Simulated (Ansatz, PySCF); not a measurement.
C4H6NO, SMILES O=C1CCC[N]1 (connectivity only; charge and spin as stated), charge -1, multiplicity 1. Atoms are numbered in the order given.

```xyz
12

O      1.9807    -0.6408    -0.4435
C      0.7798    -0.3517    -0.2181
C      0.3936     1.1036     0.2072
C     -1.0412     0.9459     0.7083
C     -1.4847    -0.3569    -0.0192
N     -0.2943    -1.1222    -0.3037
H      0.4590     1.7573    -0.6813
H      1.1048     1.4910     0.9512
H     -1.0454     0.7805     1.7986
H     -1.7007     1.8061     0.5003
H     -2.0359    -0.0921    -0.9542
H     -2.2047    -0.9360     0.5919
```
Charge -1, spin multiplicity 1.

Geometry optimised at B3LYP-D3(BJ)/def2-SVPD. The spin state was assumed, not searched. The isomer is the one that the SMILES or the coordinates give; other isomers of the formula were not compared. One conformer was computed; it need not be the lowest.

Two levels are set side by side: PBE-D3(BJ)/def2-SVPD (Ansatz, an electronic-structure program) and B3LYP-D3(BJ)/def2-SVPD (Ansatz). Each level has its own optimised geometry; the coordinates shown are those of the second. Frequencies come from the Hessian of PySCF at each geometry. Differences are taken from unrounded values.

```
quantity                            B3LYP-D3(BJ)
----------------------------------  ------------
mean bond length (Å)                       1.276
bond O1–C2 (Å)                             1.256
bond C2–C3 (Å)                             1.564
bond C2–N6 (Å)                             1.325
bond C3–C4 (Å)                             1.528
bond C4–C5 (Å)                             1.557
bond C5–N6 (Å)                             1.444
bond C3–H7 (Å)                             1.105
bond C3–H8 (Å)                             1.100
bond C4–H9 (Å)                             1.103
bond C4–H10 (Å)                            1.104
bond C5–H11 (Å)                            1.117
bond C5–H12 (Å)                            1.108
highest harmonic wavenumber (cm⁻¹)          3068
mean harmonic wavenumber (cm⁻¹)             1401
zero-point energy (kcal/mol)               60.07
```

What does PBE-D3(BJ) give, and how far is it from B3LYP-D3(BJ)? (Estimate from the structure and the level; the computed values follow.)


| quantity | PBE-D3(BJ) | PBE-D3(BJ) minus B3LYP-D3(BJ) |
|---|---|---|
| mean bond length (Å) | 1.283 | 0.007 |
| bond O1–C2 (Å) | 1.263 | 0.008 |
| bond C2–C3 (Å) | 1.571 | 0.007 |
| bond C2–N6 (Å) | 1.336 | 0.011 |
| bond C3–C4 (Å) | 1.529 | 0.001 |
| bond C4–C5 (Å) | 1.560 | 0.004 |
| bond C5–N6 (Å) | 1.444 | 0.001 |
| bond C3–H7 (Å) | 1.113 | 0.008 |
| bond C3–H8 (Å) | 1.108 | 0.008 |
| bond C4–H9 (Å) | 1.111 | 0.008 |
| bond C4–H10 (Å) | 1.112 | 0.009 |
| bond C5–H11 (Å) | 1.127 | 0.010 |
| bond C5–H12 (Å) | 1.117 | 0.009 |
| highest harmonic wavenumber (cm⁻¹) | 3009 | -59 |
| mean harmonic wavenumber (cm⁻¹) | 1360 | -41 |
| zero-point energy (kcal/mol) | 58.32 | -1.76 |

Exact exchange shortens and stiffens bonds; PBE has none. Differences between two approximate levels are no errors against the true value.
